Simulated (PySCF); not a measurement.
Ge(F)2(Cl)(Me) (CH3ClF2Ge), SMILES [CH3][Ge]([F])([F])[Cl].

Geometry: PBE0-D3(BJ)/def2-SVP. The structure was generated by enumeration, and PubChem lists no compound with its InChIKey, so it may never have been made.

These are PySCF with PBE/def2-TZVP values and carry that method's errors.

Gas-phase values at a fixed geometry.

```
Property                                                                                                        Value
---------------------------------------------------------------------------------------------  ----------------------
total energy                                                                                      -2776.31523 hartree
point group                                                                                                        Cs
highest occupied level                                                                                       -8.16 eV
lowest empty level                                                                                           -1.54 eV
orbital gap                                                                                                   6.61 eV
dipole moment                                                                                                  3.20 D
quadrupole, principal values (traceless, Buckingham form, about the centre of nuclear charge)  -3.70, -2.73, 6.43 D·Å
mean static polarisability                                                                       51.4 bohr³ (7.61 Å³)
polarisability, principal values                                                               43.6, 48.5, 62.0 bohr³
```
